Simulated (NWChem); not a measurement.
System: C6H7, doublet; SMILES [C]1=CC=CCC1

```xyz
13

C     -1.4210    -0.0126     0.0870
C     -0.8763    -1.2236     0.1265
C      0.5764    -1.3113    -0.1091
C      1.3389    -0.2043    -0.0894
C      0.7447     1.1411     0.2314
C     -0.7264     1.2575    -0.2107
H     -1.4575    -2.1348     0.2982
H      1.0202    -2.2947    -0.2904
H      2.4201    -0.2772    -0.2390
H      1.3333     1.9549    -0.2207
H      0.8090     1.2934     1.3272
H     -0.7919     1.4439    -1.3007
H     -1.2036     2.1209     0.2796
```
Atoms are numbered in this order, from 1.

All runs: NWChem. Spin-unrestricted. All runs use the structure optimised with PBE0/def2-SVP, spin-unrestricted. No stability test was run on the SCF state. Level: PBE0/def2-SVP with COSMO at NWChem's default radii, gas-phase geometry; rows give the dielectric constant. Reactions with the solvent are ignored.

| dielectric constant | electrostatic solvation energy (kcal/mol) | dipole in solution (D) |
|---|---|---|
| 2.4 | -1.4 | 1.28 |
| 7.6 | -2.2 | 1.43 |
| 25.0 | -2.5 | 1.49 |
| 37.5 | -2.5 | 1.49 |
| 46.7 | -2.6 | 1.50 |
